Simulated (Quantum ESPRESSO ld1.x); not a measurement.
Results of a calculation; reference values are marked as such.
Gd XXIX, 36 electrons, occupied as [Kr].

Code: ld1.x of Quantum ESPRESSO 7.5. Model: scalar-relativistic Kohn-Sham, LDA (Slater exchange, Perdew-Wang correlation), spin-polarised, spherical densities, point nucleus.

Energy parts (Ry):
| part | energy |
|---|---|
| total | -21758.460 |
| kinetic | 23420.298 |
| electron-nucleus | -50410.185 |
| Hartree | 5640.119 |
| exchange-correlation | -408.692 |

Orbitals (lengths in bohr, moments of r in powers of bohr; r(90%) holds 90 % of the orbital's charge):
orbital  occ.  eigenvalue (Ry)  r(90%)      <r^4>
1s          2         -3750.60  0.0396  1.143e-06
2s          2         -678.995   0.144  0.0001811
2p          6         -612.415   0.134  0.0001351
3s          2         -203.265   0.355   0.006733
3p          6         -182.626   0.359   0.006957
3d         10         -155.817   0.338   0.005375
4s          2         -87.9503   0.713     0.1132
4p          6         -80.4011   0.740     0.1298
4d          0         -70.2869   0.761     0.1427
5s          0         -48.6897    1.22     0.9982

The highest occupied level is 4p at -1093.9 eV. Summed over all electrons, <r^2> = 3.551 bohr^2, which gives a Langevin (diamagnetic) susceptibility term of -2.81 x 10^-6 cm^3/mol. For comparison, the ionisation energy in NIST's Atomic Spectra Database is 1100 eV (theoretical). In exact Kohn-Sham theory the highest level is minus the ionisation energy, but local and semilocal functionals leave it too shallow, through self-interaction and a potential that decays too fast; potentials with the right tail come closer.
